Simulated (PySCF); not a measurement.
Species: protonated 2-cyano-1,3-cyclopentadiene, C6H6N (charge +1).
Structure used (PBE0-D3(BJ)/def2-SVP), in Å, numbered top down from 1:
```xyz
13
C6H6N angstrom
N      2.2371    1.6297    1.5856
C      1.4067    1.0457    1.0367
C      0.3957    0.3509    0.3714
C      0.5091   -0.9657    0.0011
C     -0.7516   -1.3424   -0.6728
C     -1.5819   -0.1053   -0.6420
C     -0.9139    0.8923   -0.0306
H      2.9635    2.1401    2.0733
H      1.3641   -1.6235    0.1666
H     -0.5544   -1.7125   -1.6998
H     -1.2293   -2.2046   -0.1648
H     -2.5867   -0.0356   -1.0598
H     -1.2495    1.9130    0.1478
```

Theory: core-valence-separated Tamm–Dancoff BHandHLYP/aug-pcX-1 (pcseg-1 on H) in PySCF, non-relativistic, gas phase, PBE0-D3(BJ)/def2-SVP geometry. BHandHLYP without relativity tends to put these K edges a few eV too low, so spacings mean more than positions.

The lowest roots of each edge with f over 0.003 (five at most, numbered afresh; weaker and dark ones are left out), with transition dipoles (au) in the frame of the coordinates:

```tsv
root	edge	E (eV)	μx	μy	μz
1	C	281.60	0.0387	0.0281	-0.0881
2	C	282.36	-0.0355	-0.0258	0.0809
3	C	283.30	0.0316	0.0229	-0.0719
4	C	283.44	0.0227	0.0165	-0.0517
5	C	284.00	0.0123	0.0089	-0.0281
6	N	398.40	-0.0416	0.0596	0.0007
7	N	398.82	0.0257	0.0186	-0.0580
8	N	402.40	-0.0255	-0.0182	-0.0175
9	N	404.34	-0.0181	-0.0130	-0.0121
10	N	405.60	0.0157	-0.0210	0.0002
```

What are the oscillator strengths?

f = (2/3) ΔE |μ|², with ΔE in hartree (27.2114 eV):

| root | ΔE (Eh) | \|μ\|² (au) | f | core hole on |
| --- | --- | --- | --- | --- |
| 1 | 10.3486 | 0.010049 | 0.069 | C4 |
| 2 | 10.3765 | 0.008471 | 0.059 | C6 |
| 3 | 10.4110 | 0.006693 | 0.046 | C7 |
| 4 | 10.4162 | 0.003460 | 0.024 | C3 |
| 5 | 10.4367 | 0.001020 | 0.007 | C7 |
| 6 | 14.6409 | 0.005283 | 0.052 | N1 |
| 7 | 14.6564 | 0.004370 | 0.043 | N1 |
| 8 | 14.7880 | 0.001288 | 0.013 | N1 |
| 9 | 14.8591 | 0.000643 | 0.006 | N1 |
| 10 | 14.9056 | 0.000688 | 0.007 | N1 |

Molecules are fixed in this frame and the field points along x. What effective strengths 3 f cos²θ do the roots have (θ between field and μ)?

root 1 (C4): 0.031, root 2 (C6): 0.026, root 3 (C7): 0.021, root 4 (C3): 0.011, root 5 (C7): 0.003, root 6 (N1): 0.051, root 7 (N1): 0.019, root 8 (N1): 0.019, root 9 (N1): 0.010, root 10 (N1): 0.007. Root 6 is the strongest. Averaged over all orientations cos²θ is 1/3, which gives f back.

Hardware: an Arm Neoverse V1 with one thread, shared host. Cost: 25 s, 1.1 GiB resident at most.
